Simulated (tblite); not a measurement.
Give a GFN2-xTB geometry of `c1([Si@H](S)CC)cocc1`.

```xyz
19
C6H10OSSi angstrom
C      2.1902   -0.8999   -0.6008
C      2.0005   -0.0645    0.6631
Si     0.5092    1.1108    0.5536
S      0.9185    2.4637   -1.0867
C     -1.0670    0.1858    0.1559
C     -1.9284   -0.4888    1.0696
C     -2.9211   -1.0412    0.3275
O     -2.7441   -0.7661   -0.9769
C     -1.6296   -0.0307   -1.0714
H      3.0498   -1.5600   -0.4998
H      1.3100   -1.5096   -0.7958
H      2.3562   -0.2543   -1.4603
H      2.9069    0.5139    0.8474
H      1.8727   -0.7275    1.5198
H      0.3495    1.9201    1.7645
H     -0.2718    3.0407   -1.0928
H     -1.8080   -0.5412    2.1317
H     -3.7777   -1.6284    0.5937
H     -1.3257    0.2865   -2.0498
```

Orientation and origin are arbitrary. Atoms count from 1 in this order. The 5-membered ring C5–C6–C7–O8–C9 has internal angles of 104.6° to 111.5° (sum 540°, against 540° for a flat polygon); it is planar, 0.00 Å rms from its mean plane, widest ring torsion 0°. Si3 (SiH silicon) is tetrahedral (angles from 106.3° to 112.3°). Of the pairs four or more bonds apart, S4···H12 is among the closest relative to their van der Waals radii: 3.10 Å, 103 % of the sum of Bondi's values. The 4 C–C bonds span 1.357 Å (C6–C7, aromatic) to 1.527 Å (C1–C2, drawn single), a spread of 0.170 Å.

Bonds between heavy atoms (Å): C1–C2 1.527, C2–Si3 1.902, Si3–S4 2.165, Si3–C5 1.870, C5–C6 1.425, C6–C7 1.357, C7–O8 1.345, O8–C9 1.339, C5–C9 1.367.

The geometry is computed with GFN2-xTB (gas phase).

Point group: C1 (no symmetry element, even within 0.4 Å). Its GFN2-xTB frequencies are all real (lowest 23 cm⁻¹). The numbers are those of one conformer (C1–C2–Si3–S4 -62°, C2–Si3–S4–H 172°, C2–Si3–C5–C6 84°).

Time: 1.2 s. Hardware: an Arm Neoverse V1 with one thread, no GPU (shared host). That covers the optimisation of the geometry.
